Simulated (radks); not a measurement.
Q: Radial electron density D(r) = 4 pi r^2 rho(r) of an atom or ion with 2.4 electrons. Calculated with a radial shooting solver on a logarithmic mesh with Libxc functionals: scalar-relativistic Kohn-Sham, r2SCAN, spin-polarised, spherical densities, finite nucleus; meta-GGA in the generalised Kohn-Sham scheme; Fermi nuclear charge, rms radius of each element as measured or else 0.836 A^(1/3) + 0.57 fm.

| r (bohr) | D(r) (e/bohr) | spin D(r) |
|---|---|---|
| 0.03827 | 0.4743 | 0.00610 |
| 0.04246 | 0.5648 | 0.00725 |
| 0.04674 | 0.6614 | 0.00848 |
| 0.05186 | 0.7818 | 0.0100 |
| 0.05755 | 0.9200 | 0.0118 |
| 0.06335 | 1.065 | 0.0136 |
| 0.07029 | 1.241 | 0.0158 |
| 0.07737 | 1.421 | 0.0180 |
| 0.08585 | 1.636 | 0.0206 |
| 0.09526 | 1.871 | 0.0234 |
| 0.1049 | 2.102 | 0.0262 |
| 0.1164 | 2.365 | 0.0292 |
| 0.1291 | 2.635 | 0.0321 |
| 0.1421 | 2.885 | 0.0347 |
| 0.1577 | 3.148 | 0.0372 |
| 0.175 | 3.391 | 0.0391 |
| 0.1926 | 3.587 | 0.0402 |
| 0.2137 | 3.756 | 0.0405 |
| 0.2352 | 3.862 | 0.0398 |
| 0.261 | 3.911 | 0.0377 |
| 0.2896 | 3.881 | 0.0342 |
| 0.3188 | 3.780 | 0.0298 |
| 0.3538 | 3.588 | 0.0239 |
| 0.3925 | 3.318 | 0.0173 |
| 0.4321 | 3.008 | 0.0110 |
| 0.4794 | 2.623 | 0.00474 |
| 0.5278 | 2.242 | 0.000467 |
| 0.5856 | 1.825 | -0.00150 |
| 0.6498 | 1.428 | 0.000411 |
| 0.7153 | 1.098 | 0.00643 |
| 0.7936 | 0.7956 | 0.0183 |
| 0.8806 | 0.5600 | 0.0364 |
| 0.9694 | 0.4031 | 0.0588 |
| 1.076 | 0.2929 | 0.0880 |
| 1.193 | 0.2331 | 0.120 |
| 1.314 | 0.2099 | 0.149 |
| 1.458 | 0.2054 | 0.177 |
| 1.605 | 0.2088 | 0.195 |
| 1.78 | 0.2105 | 0.205 |
| 1.976 | 0.2038 | 0.202 |
| 2.175 | 0.1879 | 0.187 |
| 2.413 | 0.1612 | 0.161 |
| 2.677 | 0.1282 | 0.128 |
| 2.947 | 0.09639 | 0.0964 |
| 3.27 | 0.06491 | 0.0649 |
| 3.629 | 0.03962 | 0.0396 |
| 3.994 | 0.02286 | 0.0229 |
| 4.432 | 0.01127 | 0.0113 |
| 4.879 | 0.005247 | 0.00525 |
| 5.413 | 0.002011 | 0.00201 |
| 6.007 | 0.0006648 | 0.000665 |
| 6.612 | 0.0002074 | 0.000207 |

What is the nuclear charge?

A: Z = 4. The innermost maximum, from 1s, lies near gamma/Z bohr with gamma = sqrt(1 - (Z/c)^2) = 1.000, here 0.25 bohr (found: 0.265), and its height grows with Z. The density is that of the beryllium ion Be1.6+ in [He] 2s(up 0.4, down 0); the configuration itself is not fixed sharply by these data. D(r) has 2 maxima, at r = 0.265, 1.74 bohr, and minima at 1.43 bohr, inside which lie 2.07 electrons.
